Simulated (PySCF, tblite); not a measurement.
Isomers of C6H9FO2Si, one GFN2-xTB conformer each. Single-point energies are computed at PBE0/pcSseg-1 (PySCF, gas phase, no added dispersion term), electronic only.

Problem. Rank them by PBE0/pcSseg-1 energy, lowest first (kJ/mol).
A. `[CH3:1][O:2][Si@@H:3]1[CH2:4][C:5]([C:6]([CH3:7])=[O:8])=[C:9]1[F:10]` with C1–O2–Si3–C4 175°, C4–C5–C6–C7 -175°
B. `[CH2:1]=[CH:2][C@:3]1([O:4][CH3:5])[CH:6]=[C:7]([F:8])[SiH2:9][O:10]1` with C1–C2–C3–O4 -133°, C2–C3–O4–C5 62°
C. `[CH2:1]=[CH:2][CH2:3][C:4]1=[C:5]([O:6][SiH2:7][OH:8])[C@H:9]1[F:10]` with C1–C2–C3–C4 -114°, C2–C3–C4–C5 -123°, C4–C5–O6–Si7 172°, C5–O6–Si7–O8 176°, O6–Si7–O8–H 35°
D. `[CH2:1]=[CH:2][CH2:3][O:4][C@@H:5]1[CH:6]=[C:7]([F:8])[SiH2:9][O:10]1` with C1–C2–C3–O4 -20°, C2–C3–O4–C5 -89°, C3–O4–C5–C6 -179°
E. `[O:1]=[C:2]([OH:3])[C:4]1=[CH:5][SiH2:6][C@@H:7]1[CH2:8][CH2:9][F:10]` with O1–C2–O3–H 0°, O1–C2–C4–C5 178°, Si6–C7–C8–C9 76°, C7–C8–C9–F10 -63°
F. `[O:1]=[C:2]([OH:3])[C:4]1=[CH:5][C@@H:6]1[CH2:7][CH2:8][SiH2:9][F:10]` with O1–C2–O3–H 0°, O1–C2–C4–C5 142°, C5–C6–C7–C8 -138°, C6–C7–C8–Si9 180°, C7–C8–Si9–F10 57°
G. `[O:1]=[C:2]([OH:3])[C:4]1=[CH:5][C@H:6]1[SiH2:7][CH2:8][CH2:9][F:10]` with O1–C2–O3–H 1°, O1–C2–C4–C5 -4°, C5–C6–Si7–C8 129°, C6–Si7–C8–C9 46°, Si7–C8–C9–F10 51°

Solution. A (0.0), F (0.6), E (25.1), B (71.2), C (80.0), D (80.5), G (166.2).

As drawn, the lowest has a four-membered ring and an Si–O bond, which the highest lacks; the highest has a three-membered ring, an O–H bond and a C(=O)–O unit, which the lowest lacks. Neighbours under 10 kJ/mol apart (CO[Si@@H]1CC(C(C)=O)=C1F and O=C(O)C1=C[C@@H]1CC[SiH2]F; C=C[C@]1(OC)C=C(F)[SiH2]O1 and C=CCC1=C(O[SiH2]O)[C@H]1F; C=CCC1=C(O[SiH2]O)[C@H]1F and C=CCO[C@@H]1C=C(F)[SiH2]O1) can change places with a better method, another conformer or zero-point energy. GFN2-xTB itself gives, in the same order: 56.5, 41.8, 109.1, 19.2, 0.0, 29.0, 245.8. GFN2-xTB puts C=CCC1=C(O[SiH2]O)[C@H]1F lowest instead; measured from each level's own lowest isomer, the values differ by up to 84.0 kJ/mol (O=C(O)C1=C[SiH2][C@@H]1CCF: 109.1 against 25.1).

Problem. Which frontier levels, dipoles and rotational constants go with these structures?

Solution. 
```json
{"SMILES": "CO[Si@@H]1CC(C(C)=O)=C1F", "HOMO (eV, PBE0/pcSseg-1)": "-7.24", "LUMO (eV)": "-1.69", "dipole (D)": "4.28", "A, B, C (MHz)": "2304, 633.7, 534.8"}
{"SMILES": "O=C(O)C1=C[C@@H]1CC[SiH2]F", "HOMO (eV, PBE0/pcSseg-1)": "-7.63", "LUMO (eV)": "-1.69", "dipole (D)": "2.90", "A, B, C (MHz)": "2511, 459.9, 400.4"}
{"SMILES": "O=C(O)C1=C[SiH2][C@@H]1CCF", "HOMO (eV, PBE0/pcSseg-1)": "-7.99", "LUMO (eV)": "-1.69", "dipole (D)": "0.94", "A, B, C (MHz)": "1891, 734.9, 550.5"}
{"SMILES": "C=C[C@]1(OC)C=C(F)[SiH2]O1", "HOMO (eV, PBE0/pcSseg-1)": "-7.48", "LUMO (eV)": "-0.65", "dipole (D)": "1.63", "A, B, C (MHz)": "1723, 835.2, 822.4"}
{"SMILES": "C=CCC1=C(O[SiH2]O)[C@H]1F", "HOMO (eV, PBE0/pcSseg-1)": "-7.21", "LUMO (eV)": "0.08", "dipole (D)": "1.99", "A, B, C (MHz)": "2915, 459.1, 416.0"}
{"SMILES": "C=CCO[C@@H]1C=C(F)[SiH2]O1", "HOMO (eV, PBE0/pcSseg-1)": "-7.38", "LUMO (eV)": "-0.26", "dipole (D)": "1.44", "A, B, C (MHz)": "2184, 750.6, 650.9"}
{"SMILES": "O=C(O)C1=C[C@H]1[SiH2]CCF", "HOMO (eV, PBE0/pcSseg-1)": "-7.31", "LUMO (eV)": "-2.02", "dipole (D)": "0.87", "A, B, C (MHz)": "1663, 711.0, 579.2"}
```

Problem. What happens when harmonic zero-point energies from GFN2-xTB frequencies are added?

Solution. 
| SMILES | ZPE (kJ/mol) | electronic (kJ/mol) | with ZPE (kJ/mol) |
| --- | --- | --- | --- |
| CO[Si@@H]1CC(C(C)=O)=C1F | 359.0 | 0.0 | 4.7 |
| O=C(O)C1=C[C@@H]1CC[SiH2]F | 353.7 | 0.6 | 0.0 |
| O=C(O)C1=C[SiH2][C@@H]1CCF | 356.4 | 25.1 | 27.2 |
| C=C[C@]1(OC)C=C(F)[SiH2]O1 | 352.7 | 71.2 | 69.6 |
| C=CCC1=C(O[SiH2]O)[C@H]1F | 348.3 | 80.0 | 74.0 |
| C=CCO[C@@H]1C=C(F)[SiH2]O1 | 354.7 | 80.5 | 80.9 |
| O=C(O)C1=C[C@H]1[SiH2]CCF | 349.8 | 166.2 | 161.7 |

The zero-point energies span 10.7 kJ/mol. O=C(O)C1=C[C@@H]1CC[SiH2]F becomes the lowest.

Problem. As an exercise, what shares would exp(−E/RT) give at 298.15 K from these electronic energies alone (no entropy, no degeneracies)?

Solution. RT = 2.479 kJ/mol: CO[Si@@H]1CC(C(C)=O)=C1F 56.5 %, O=C(O)C1=C[C@@H]1CC[SiH2]F 43.5 %, O=C(O)C1=C[SiH2][C@@H]1CCF under 0.1 %, C=C[C@]1(OC)C=C(F)[SiH2]O1 under 0.1 %, C=CCC1=C(O[SiH2]O)[C@H]1F under 0.1 %, C=CCO[C@@H]1C=C(F)[SiH2]O1 under 0.1 %, O=C(O)C1=C[C@H]1[SiH2]CCF under 0.1 %.
